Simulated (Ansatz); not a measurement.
FH₅OSi₂, SMILES `O[SiH2][SiH2]F`, charge 0, multiplicity 1.

**Question.** Give a relaxed structure at PBE0-D4/def2-TZVP (the Gaussian-basis code of Ansatz). (Estimate.)

**Answer.** Computed: 
Z-matrix (Å, degrees):
```
Si
Si 1 2.355
O 1 1.655 2 110.2
H 1 1.483 2 111.1 3 116.9
H 1 1.492 2 109.0 3 -122.9
F 2 1.608 1 109.8 3 171.6
H 2 1.487 1 112.5 3 -68.4
H 2 1.490 1 110.7 3 52.9
H 3 0.958 1 117.8 2 -66.9
```
This is one stationary point; other conformers may exist.
